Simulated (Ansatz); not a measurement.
`[Li][Ag]` + HCl → `[Li][Cl]` + `[AgH]` at 298.15 K and 1 bar (cleavage of the Li–Ag bond).

Program: Ansatz. Geometries: PBE0-D4/def2-TZVP. ΔE: electronic, gas phase. CBS: MP2 limit from def2 TZ/QZ plus the TZ coupled-cluster correction, frozen cores. This one scheme is used for every species. def2 core potentials past Kr. For Ag, Li outer-core shells are correlated without core-valence functions, which leaves a few kJ/mol of doubt a bond.

```csv
species,CCSD(T)/CBS energy (Eh),H − E (kJ/mol),S (J/(mol·K))
`[Li][Ag]`,-154.44244,11.8,231.8
HCl,-460.38127,26.6,186.8
`[Li][Cl]`,-467.35841,12.9,212.5
`[AgH]`,-147.49153,19.3,204.5
```

H − E and S are ideal-gas, rigid-rotor, harmonic terms from PBE0-D4/def2-TZVP. 1 Eh = 2625.50 kJ/mol, R = 8.31446 J/(mol·K).

**Question.** By hand: ΔE, ΔH, ΔS and ΔG.

**Answer.** ΔE = (-467.35841) + (-147.49153) − (-154.44244) − (-460.38127) = -0.02623 Eh = -68.9 kJ/mol. Δ(H − E) = 12.9 + 19.3 − 11.8 − 26.6 = -6.2, so ΔH = -75.1 kJ/mol. ΔS = 212.5 + 204.5 − 231.8 − 186.8 = -1.6 J/(mol·K). ΔG = -75.1 − 298.15 × (-1.6)/1000 = -74.6 kJ/mol.

**Question.** By hand: the equilibrium constant, and the temperature at which ΔG would vanish if ΔH and ΔS stayed fixed.

**Answer.** log₁₀ K = −ΔG/(RT ln 10) = 13.1. ΔG = 0 at ΔH/ΔS = 46938 K, far beyond where these terms or the molecules hold.

The number of gas molecules stays the same, so ΔS is small and ΔH decides. A doubt of 5 kJ/mol in ΔE shifts log₁₀ K by 0.9 here. These are equilibria of isolated gas molecules and say nothing of rates. Largest T1 diagnostic: 0.028 (customary marks: 0.02 for closed shells, 0.045 for open ones).
